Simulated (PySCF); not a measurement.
Molecule: SMILES C#C[C@H]1C=CCN1C, C7H9N.

Bonds (- single, = double, # triple, : aromatic): C1#C2, C2-C3, C3-C4, C4=C5, C5-C6, C6-N7, N7-C8, N7-C3. C1 carries H9; C3 carries H10; C4 carries H11; C5 carries H12; C6 carries H13, H14; C8 carries H15, H16, H17. Stereochemistry as in C#C[C@H]1C=CCN1C. H14 is cis to C2 on the ring; H13 is trans to C2 on the ring.

Frames of a GFN2-xTB Langevin trajectory at 600 K; GIAO PBE0/pcSseg-1 shieldings in PySCF 2.14.0 with density-fitted response routines, gas phase, non-relativistic; equivalent atoms averaged within each frame.

Chemical shifts δ = σref − σ; TMS for 13C (σ = 186.93 ppm), 1H (σ = 31.72 ppm); 15N (σ = 267.73 ppm) vs NH3, all at this level. The references are static minima.

Question: How do the shifts (ppm) fluctuate along the trajectory?

Answer: 
| time (fs) | C4 | C5 | C2 | C1 | C6 | C3 | C8 | N7 | H11 | H12 |
| --- | --- | --- | --- | --- | --- | --- | --- | --- | --- | --- |
| 250 | 151.2 | 135.3 | 87.7 | 85.5 | 75.7 | 65.6 | 50.6 | 25.3 | 6.26 | 5.75 |
| 425 | 145.6 | 149.5 | 85.1 | 80.5 | 56.7 | 74.3 | 60.5 | 40.5 | 7.23 | 7.11 |
| 625 | 131.4 | 140.6 | 85.0 | 87.4 | 69.1 | 61.3 | 32.3 | 49.1 | 4.34 | 6.13 |
| 800 | 144.5 | 134.3 | 94.9 | 80.8 | 65.3 | 69.2 | 43.7 | 41.9 | 6.66 | 5.55 |
| 1000 | 131.8 | 131.3 | 89.2 | 85.6 | 70.5 | 64.2 | 48.6 | 50.5 | 6.20 | 6.33 |
| mean of frames | 140.9 | 138.2 | 88.4 | 84.0 | 67.5 | 66.9 | 47.1 | 41.5 | 6.14 | 6.17 |
| standard deviation | 8.9 | 7.1 | 4.0 | 3.1 | 7.1 | 5.0 | 10.3 | 10.0 | 1.09 | 0.61 |

5 frames give an uncertainty of the mean of about the standard deviation over 2.2 at best, since frames this close in time may not be independent; classical motion lacks zero-point vibration, and the reference would need the same averaging.
